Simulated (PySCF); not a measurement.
Excitation energy of In⁺ by level of theory

In⁺ [Kr] 4d10 5s2 (1S) → In⁺ [Kr] 4d9 5s2 5p1 (high-spin determinant), as a difference of total energies. All numbers are calculated (PySCF 2.14, scalar relativity by spin-free X2C-1e, in ANO-RCC-VTZP (7s6p4d2f1g, 68 functions)). Correlated levels: valence and next inner shell: [Ar] 3d10 frozen. The calculations carry no spin-orbit coupling.

| method | excitation energy (eV) |
| --- | --- |
| UHF | 18.084 |
| LDA | 19.115 |
| PBE | 18.931 |
| PBE0 | 18.898 |
| r2SCAN | 18.980 |
| wB97X-V | 18.892 |
| BP86 | 18.892 |
| MN15 | 18.805 |
| MP2 (valence and next inner shell) | 19.416 |
| SCS-MP2 (valence and next inner shell) | 19.238 |

Problem. How much does correlation contribute at MP2 (valence and next inner shell)?

Solution. 19.416 − (18.084) = 1.332 eV, measured against UHF.

A first-order spin-orbit estimate (lowest level to lowest level, LS coupling) adds -0.209 eV.

The upper state lies above the first ionisation limit, where it may autoionise and the basis confines it.

The basis was made for the ground configuration and has no added diffuse functions, so the excitation energy can come out too high.

The determinant of the upper state mixes LS terms, which raises its energy above the lowest term, most at the Hartree-Fock and MP2 levels.
